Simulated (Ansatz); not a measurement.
Reaction (formal exchange of groups at a B–O bond): `C[SiH2]BO[SiH3]` + `C#CCO` → `C#CB[SiH2]C` + `OCO[SiH3]`

Gas-phase electronic energies from Ansatz, PBE0-D4/def2-TZVP geometries. CBS: MP2 limit from def2 TZ/QZ plus the TZ coupled-cluster correction, frozen cores. This one scheme is used for every species. Functionals use def2-TZVPP. B3LYP here is the variant with VWN-RPA as its local correlation; programs differ in this. One conformer a species, not always the lowest.

```csv
level,ΔE (kJ/mol),difference from CCSD(T)/CBS
PBE-D4,96.4,-9.4
PBE0-D4,100.2,-5.6
B3LYP-D4,100.8,-5.0
B2PLYP,104.2,-1.6
PBE,97.3,-8.5
MP2/def2-TZVPP,108.3,2.5
CCSD/def2-TZVPP,106.7,0.9
HF/def2-QZVPP,105.0,-0.8
MP2/def2-QZVPP,108.8,3.0
CCSD/CBS(def2),107.3,1.5
CCSD(T)/CBS,105.8,0
```

Largest T1 diagnostic among the species: 0.014.

From PBE to PBE0 (25 % exact exchange), in def2-TZVPP and without D4, ΔE moves by +3.7 kJ/mol.
